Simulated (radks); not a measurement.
The caesium anion Cs-, [Xe] 6s2, held by a Watson sphere: a shell of charge +1.45 at radius R that stands for the Madelung well of a crystal (potential energy -1.45/R inside, -1.45/r outside, in hartree with lengths in bohr). Method: scalar-relativistic Kohn-Sham, LDA (Slater exchange, Perdew-Wang correlation), spin-polarised, spherical densities, finite nucleus; Fermi nuclear charge, rms radius of each element as measured or else 0.836 A^(1/3) + 0.57 fm; computed with a radial shooting solver on a logarithmic mesh with Libxc functionals. Response by self-consistent Sternheimer equations with the Hartree and adiabatic LDA kernel, the relativistic mass of each level held fixed and spin-orbit coupling left out. The sphere does not respond.

R (bohr)  e(5s) (eV)  e(5p) (eV)  e(6s) (eV)  <r> 6s (bohr)  sum of <r^2> (bohr^2)  X-ray form factor at sin(theta)/lambda = 0.2 1/angstrom  alpha (bohr^3)
3.91         -30.162     -16.980      -5.386          4.723                  102.0                                                   43.852           208.7
4.46         -29.407     -16.207      -5.152          4.910                  106.0                                                   43.867           242.2
4.8          -29.043     -15.831      -4.994          5.033                  108.7                                                   43.877           267.2
4.88         -28.967     -15.752      -4.956          5.062                  109.3                                                   43.879           273.6
5.64         -28.371     -15.137      -4.593          5.335                  115.6                                                   43.895           340.5
5.68         -28.345     -15.110      -4.574          5.349                  115.9                                                   43.896           344.4
5.75         -28.301     -15.064      -4.541          5.374                  116.5                                                   43.897           351.2
5.85         -28.240     -15.001      -4.495          5.408                  117.4                                                   43.899           361.1
5.86         -28.234     -14.995      -4.490          5.412                  117.4                                                   43.899           362.1
